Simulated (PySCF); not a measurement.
**How the method changes the constants of SnF⁺**

State: ¹Σ⁺ (singlet), closed shell. Set-up: Sn def2-TZVPPD with ECP28, F def2-TZVPPD; scalar-relativistic core potentials (PySCF 2.14). De refers to Sn⁺ + F in their high-spin ground configurations, without counterpoise correction. A positive dipole points towards F; it is taken about the centre of mass and depends on that origin.

```csv
Level,Re (Å),ωe (cm⁻¹),De (eV),μ (D),"CPU s a point (SCF and correlation, without the integrals)"
RHF,1.852,733,3.17,-3.51,0.58
RHF-MP2,1.875,693,5.40,n/a,1
RHF-SCS-MP2,1.877,691,5.19,n/a,n/a
RHF-CCSD,1.868,706,4.89,n/a,n/a
RHF-CCSD(T),1.875,693,5.08,n/a,29
PBE,1.902,648,5.51,-3.22,1.6
BLYP,1.914,635,5.39,-3.33,1
BP86,1.901,649,5.48,-3.20,1
r²SCAN,1.879,684,5.27,-3.14,3.5
PBE0,1.875,688,5.07,-3.33,3.9
B97-3,1.885,675,5.10,-3.45,1.7
M06,1.883,679,5.37,-3.55,3.1
HSE06,1.877,686,5.08,-3.34,2.7
BHandHLYP,1.865,708,4.65,-3.51,1.8
```

The bond length runs from 1.852 Å (RHF) to 1.914 Å (BLYP). De spans 3.17 eV (RHF, mean field) to 5.51 eV (PBE, GGA). Correlation at CCSD(T) changes the Hartree–Fock bond energy by +1.91 eV; the triples alone change it by +0.19 eV.

Correlated steps freeze 5 core orbitals. Spin–orbit coupling is left out, which matters for elements this heavy, above all for dissociation energies. For an ion De counts to the pair picked by the measured ionisation energies or electron affinities, which need not be the lowest pair at this level. Where the molecule has an RHF reference, its open-shell atoms are computed with UHF.

The whole job (state search and all levels along the bond) took about 4.9 min on 2 threads of Arm Neoverse V2 (shared host), peak memory 2.5 GiB.
